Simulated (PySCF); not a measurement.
# Static response to an electric field

Species: C₅H₉NO₂.
Atom-mapped SMILES: `[CH2:1]=[C:2]([CH2:3][OH:4])[CH2:5][NH:6][CH:7]=[O:8]` (hydrogens: H9, H10 on C1; H11, H12 on C3; H13 on O4; H14, H15 on C5; H16 on N6; H17 on C7)

Cartesian coordinates in Å at the GFN2-xTB level; atoms count from 1:
```xyz
17
C5H9NO2 angstrom
C     -1.2952   -1.3864   -0.8325
C     -0.7671   -0.6029    0.0929
C     -1.5609    0.4922    0.7667
O     -1.1704    1.7835    0.3288
C      0.6777   -0.6971    0.5125
N      1.3947    0.5236    0.1988
C      2.4532    0.5371   -0.6256
O      2.9687   -0.4337   -1.1232
H     -0.7154   -2.1465   -1.3269
H     -2.3304   -1.3086   -1.1227
H     -2.6344    0.3411    0.5973
H     -1.3726    0.4878    1.8439
H     -1.3659    1.8589   -0.6119
H      0.7317   -0.8778    1.5940
H      1.1875   -1.5086   -0.0113
H      0.9606    1.3851    0.4993
H      2.8312    1.5643   -0.7901
```

Level: B3LYP/def2-SVPD (PySCF), static field, nuclei fixed, core orbitals frozen in the response. The polarisability tensor in these axes (au):

```
x   86.37  3.78 -4.62
y    3.78 78.80  7.87
z   -4.62  7.87 70.12
```

Problem. Diagonalise the tensor; give its mean and Δα, where Δα² is half the sum of the squared differences of the eigenvalues.

Solution. Principal values 63.92, 83.28 and 88.08 au; mean 78.43 au = 11.62 Å³ = 12.93 × 10⁻⁴⁰ C²·m²/J; Δα = 22.15 au (28 % of the mean).

Problem. What is the dipole moment, and where does it point?

Solution. (-3.67, 0.98, 1.08) D, 3.95 D in size, pointing from the negative to the positive side. Measured along this direction, the outermost atoms are O8 at the negative end and H11 at the positive end.

Problem. What depolarisation ratio follows for Rayleigh scattering of linearly polarised light, taking the static tensor?

Solution. ρ = 3Δα²/(45ᾱ² + 4Δα²) = 1472.2/(276810 + 1962.9) = 0.00528.

Problem. Form Σ f/ω² (atomic units) for the 8 lowest TDDFT singlets, given as eV and f, and set it beside the mean polarisability, which is this sum over all singlets: 5.56, 0.0056; 5.63, 0.0069; 5.94, 0.0067; 6.43, 0.0027; 6.54, 0.0060; 6.55, 0.0276; 6.92, 0.1224; 7.00, 0.0449.

Solution. They add up to 3.64 au, 4.6 % of the 78.43 au; the largest single term is 1.89 au, from the state at 6.92 eV. Terms in order: 0.13, 0.16, 0.14, 0.05, 0.10, 0.48, 1.89, 0.68 au. Higher excitations give the rest. The strengths listed sum to 0.223.

Problem. Refractivity n − 1 of an ideal gas of it at 400 K and 1 atm, from the electronic α?

Solution. N = p/kT = 1.8347 × 10¹⁹ cm⁻³, so n − 1 = 2π × N × 11.62 × 10⁻²⁴ cm³ = 1340 × 10⁻⁶ at long wavelengths.

Isolated species at its GFN2-xTB geometry (one conformer only).
